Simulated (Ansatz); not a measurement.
Reaction (isomerisation): `N[SiH2][CH2][AlH2]` → `[CH3][Al]([NH2])[SiH3]`

Program: Ansatz. Geometries: PBE0-D4/def2-TZVP. ΔE: electronic, gas phase. CCSD(T)/CBS is the MP2 limit (def2-TZVPP, def2-QZVPP) plus CCSD(T) − MP2 in def2-TZVPP, frozen cores. DFT in def2-TZVPP. B3LYP here is the variant with VWN-RPA as its local correlation; programs differ in this. HSE06 is defined as in plane-wave codes. One conformer a species, not always the lowest.

`N[SiH2][CH2][AlH2]`:

Cartesian coordinates in Å:
```
N 1.295 -0.237 1.926
Si -0.058 -0.394 0.872
C 0.218 0.537 -0.712
Al -1.085 0.162 -2.110
H 1.623 0.682 2.182
H 1.393 -0.876 2.699
H -1.358 0.080 1.445
H -0.214 -1.857 0.630
H 0.192 1.609 -0.482
H 1.219 0.280 -1.077
H -2.404 1.037 -2.238
H -0.821 -1.022 -3.135
```

`[CH3][Al]([NH2])[SiH3]`:

Z-matrix (Å, degrees):
```
C
Al 1 1.952
H 1 1.095 2 111.1
H 1 1.093 2 112.4 3 120.8
H 1 1.095 2 111.1 3 -118.4
N 2 1.771 1 119.6 3 -120.3
Si 2 2.456 1 124.3 3 59.7
H 6 1.007 2 124.5 1 179.9
H 6 1.008 2 125.4 1 -0.3
H 7 1.493 2 111.9 1 60.5
H 7 1.493 2 112.6 1 -179.2
H 7 1.493 2 112.0 1 -58.7
```

```json
{"level": "LDA (SPW92)", "ΔE (kJ/mol)": "-63.0", "difference from CCSD(T)/CBS": "-11.3"}
{"level": "B3LYP-D4", "ΔE (kJ/mol)": "-55.3", "difference from CCSD(T)/CBS": "-3.6"}
{"level": "r2SCAN0-D4", "ΔE (kJ/mol)": "-53.7", "difference from CCSD(T)/CBS": "-2.0"}
{"level": "HSE06-D4", "ΔE (kJ/mol)": "-59.6", "difference from CCSD(T)/CBS": "-7.9"}
{"level": "BHLYP-D4", "ΔE (kJ/mol)": "-47.8", "difference from CCSD(T)/CBS": "3.9"}
{"level": "CAM-B3LYP-D4", "ΔE (kJ/mol)": "-50.8", "difference from CCSD(T)/CBS": "0.9"}
{"level": "ωB97X-V", "ΔE (kJ/mol)": "-50.3", "difference from CCSD(T)/CBS": "1.4"}
{"level": "BLYP", "ΔE (kJ/mol)": "-66.1", "difference from CCSD(T)/CBS": "-14.4"}
{"level": "B3LYP", "ΔE (kJ/mol)": "-59.4", "difference from CCSD(T)/CBS": "-7.7"}
{"level": "HSE06", "ΔE (kJ/mol)": "-61.2", "difference from CCSD(T)/CBS": "-9.5"}
{"level": "CAM-B3LYP", "ΔE (kJ/mol)": "-52.6", "difference from CCSD(T)/CBS": "-0.9"}
{"level": "CCSD(T)/def2-SVP", "ΔE (kJ/mol)": "-62.3", "difference from CCSD(T)/CBS": "-10.6"}
{"level": "HF/def2-TZVPP", "ΔE (kJ/mol)": "-40.0", "difference from CCSD(T)/CBS": "11.7"}
{"level": "MP2/def2-TZVPP", "ΔE (kJ/mol)": "-45.1", "difference from CCSD(T)/CBS": "6.6"}
{"level": "CCSD/def2-TZVPP", "ΔE (kJ/mol)": "-52.1", "difference from CCSD(T)/CBS": "-0.4"}
{"level": "SCS-MP2/def2-QZVPP", "ΔE (kJ/mol)": "-43.5", "difference from CCSD(T)/CBS": "8.2"}
{"level": "CCSD(T)/CBS", "ΔE (kJ/mol)": "-51.7", "difference from CCSD(T)/CBS": "0"}
```

Largest T1 diagnostic among the species: 0.012.

At CCSD(T), def2-SVP lies −10.6 kJ/mol from the extrapolated value and def2-TZVPP −1.8 kJ/mol. Leaving LDA and LC-ωPBE aside and taking each functional with its dispersion term where it has one, the values, not all of them listed here, spread over 28.9 kJ/mol, from PBE-D4 to B97M-V. LDA lies +6.2 kJ/mol from PBE without D4.

CCSD(T)/CBS has its own doubt, a few kJ/mol and more with outer-core shells, so smaller differences from it don't rank the levels.
